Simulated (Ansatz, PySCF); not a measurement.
This Ansatz (a quantum-chemistry and plane-wave program) input computes a CAM-B3LYP/def2-TZVPD energy:

Ansatz 0.2 input:
```yaml
crystal:
  periodic: [false, false, false]
  atoms:
    - {symbol: Rb, position_ang: [-0.00000000, -0.00000000, -0.46082120]}
    - {symbol: F, position_ang: [0.00000000, 0.00000000, 1.89448715]}
basis:
  gaussian:
    orbitals: def2-TZVPD
hamiltonian:
  xc: {name: CAM-B3LYP}
output: {forces: true}
```

### Question
Write an input for the same energy in PySCF and say what it gives.

### Answer

```python
from pyscf import gto, scf, dft

mol = gto.M(
    atom='''
    Rb   -0.00000000   -0.00000000   -0.46082120
    F     0.00000000    0.00000000    1.89448715
    ''',
    basis='def2-tzvpd',
    ecp='def2-tzvp',
    charge=0,
    spin=0,
    verbose=4,
)

mf = dft.RKS(mol, xc='camb3lyp').density_fit(auxbasis='def2-universal-jkfit')
mf.grids.level = 3
mf.conv_tol = 1e-9
mf.max_cycle = 100
mf.max_memory = 1500
mf.kernel()
if not mf.converged:
    mf = mf.newton()
    mf.kernel(mf.make_rdm1())
mf.analyze()
```
It gives -123.98870 Eh, and Ansatz -123.98871 Eh, a difference of 0.01 mEh.
